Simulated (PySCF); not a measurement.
Species: cyclohexanol, C6H12O.
SMILES with atom numbers: `[OH:1][CH:2]1[CH2:3][CH2:4][CH2:5][CH2:6][CH2:7]1` (hydrogens: H8 on O1; H9 on C2; H10, H11 on C3; H12, H13 on C4; H14, H15 on C5; H16, H17 on C6; H18, H19 on C7)

The geometry is computed with GFN2-xTB (gas phase).

Entries marked ? are missing. Bonds in one row agree within 0.01 Å.

```
    coordinate    value
         O1–C2        ?
  C2–C3, C2–C7        ?
  C3–C4, C6–C7        ?
  C4–C5, C5–C6  1.526 Å
         O1–H8  0.964 Å
         C2–H9  1.095 Å
C3–H10, C7–H18  1.094 Å
C3–H11, C7–H19  1.092 Å
C4–H12, C6–H16  1.092 Å
C4–H13, C6–H17  1.092 Å
        C5–H14  1.092 Å
        C5–H15  1.093 Å
      O1–C2–C3        ?
      C3–C2–C7        ?
      C2–C3–C4   110.7°
      C3–C4–C5   110.6°
      C4–C5–C6        ?
```

Estimate the withheld lengths and angles.

- O1–C2 = 1.412 Å, drawn single (alcohol oxygen to carbinol carbon (C–OH)); 0.01 Å below the sum of covalent radii, 1.42 Å.
- C2–C3, C2–C7 = 1.532 Å, drawn single (carbinol carbon (C–OH) to ring CH2 carbon); 0.01 Å above the sum of covalent radii, 1.52 Å.
- C3–C4, C6–C7 = 1.525 Å, drawn single (both ends ring CH2 carbon); 0.01 Å above the sum of covalent radii, 1.52 Å.
- O1–C2–C3 = 111.9°, at the carbinol carbon (C–OH); the outer atoms are 2.439 Å apart.
- C3–C2–C7 = 109.8°, at the carbinol carbon (C–OH), inside a 6-membered ring; the outer atoms are 2.506 Å apart.
- C4–C5–C6 = 110.4°, at the ring CH2 carbon, inside a 6-membered ring; the outer atoms are 2.506 Å apart.

Radii are Cordero's, carbon taken as 0.76, 0.73 or 0.69 Å for four, three, and two or fewer neighbours.

Whether it is a minimum is left open (no frequencies). One conformer, not necessarily the lowest (H–O1–C2–C3 -62°, O1–C2–C3–C4 -178°, C2–C3–C4–C5 -58°, C3–C4–C5–C6 57°, C4–C5–C6–C7 -57°).
